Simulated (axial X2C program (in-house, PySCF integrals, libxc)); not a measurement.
## RuH: properties at the nuclei

Computed with an axial X2C code built on PySCF integrals: two-component X2C with atomic mean-field Coulomb and Gaunt terms, Gaussian nuclei, basis Ru dyall-cv3z, H dyall-v3z with contracted cores.

R = 1.585 Å (near the PBE0 minimum at charge 0 of the determinant lowest at the starting distance; the state shown can have its own minimum elsewhere).

Input and command:
```json
{"zs": [44, 1], "q": 0, "bas": ["dyall-cv3z", "dyall-v3z"], "r0": 1.57, "levels": ["PBE0", "HF", "r2SCAN", "BHandHLYP", "BP86"], "nst": 3}
```
```bash
python soeom.py task.json out
```

Keys: zs atomic numbers; q charge; bas basis sets; r0 starting distance in Å; levels methods; nst determinants followed.

Determinant lowest in the PBE0 search, Ω = 3/2 (⟨Sz⟩ = 1.49, ⟨Lz⟩ = 0.01 at PBE0), spin on the atoms Ru 1.52, H -0.03:

| level | Eeff magnitude (GV/cm) | Ws magnitude Ru (kHz) | A∥/gI Ru (MHz) | qzz Ru (a.u.) | A∥/gI H (MHz) | qzz H (a.u.) | μ (D) |
| --- | --- | --- | --- | --- | --- | --- | --- |
| PBE0 | 0.312 | 0.075 | 902 | -3.95 | -5.69 | 0.13 | -2.25 |
| HF | 0.286 | 0.0593 | 550 | -4.13 | -17.2 | 0.15 | -3.26 |
| r2SCAN | 0.155 | 0.0796 | 894 | -3.91 | -5.64 | 0.14 | -2.09 |
| BHandHLYP | 0.278 | 0.0582 | 807 | -3.95 | -8.65 | 0.14 | -2.61 |
| BP86 | 0.215 | 0.0507 | 1040 | -3.94 | -2.63 | 0.13 | -1.82 |

Eeff is the effective electric field on the electron electric dipole moment in this Ω state and Ws the scalar–pseudoscalar constant of the nucleus named (defined with the proton number Z and per Ω); A∥ (defined per Ω) follows by multiplying with gI = μI/(I μN); qzz is the electric field gradient, eQq0 = 234.96 MHz × Q/barn × qzz; μ is positive if the H end (last atom) is positive. The operators were transformed with the bare-nucleus X2C matrices; with these basis sets, hyperfine constants and field gradients can be off by tens of per cent, and where levels differ in sign neither size nor sign is settled.

**Question.** With gI(101Ru) = -0.2880, Q(101Ru) = 0.457 barn (g factors from the IAEA table of nuclear moments by Stone; Q from Pyykkö, Mol. Phys. 2018), turn the PBE0 values of the first state into constants in MHz.

**Answer.** A∥(101Ru) = 902 × -0.2880 = -260 MHz; eQq0(101Ru) = 234.96 × (0.457) × (-3.95) = -424 MHz.

Each state is one determinant with collinear spin, which with several unpaired electrons need not be a pure state. Unrestricted Hartree–Fock can overshoot spin polarisation at the nuclei. In the state Ω = 3/2 the sign of Eeff differs between levels (r2SCAN against PBE0). This is the top spin component of a Σ state; components of lower Ω are not single determinants and can lie lower. With several open shells hyperfine constants can be off by a factor of several. Where Eeff spreads by more than a factor of two the levels disagree and none is to be relied on. At BHandHLYP, HF a later determinant lies lower. States lie within half an eV, so the first need not be the ground state. The sign of Ws at Ru differs between levels in the first state. Further determinants of the search, some of them spin-mixed, are not shown. Where a field gradient or hyperfine factor spreads by more than a factor of two over the levels, a constant derived from it is not to be relied on.
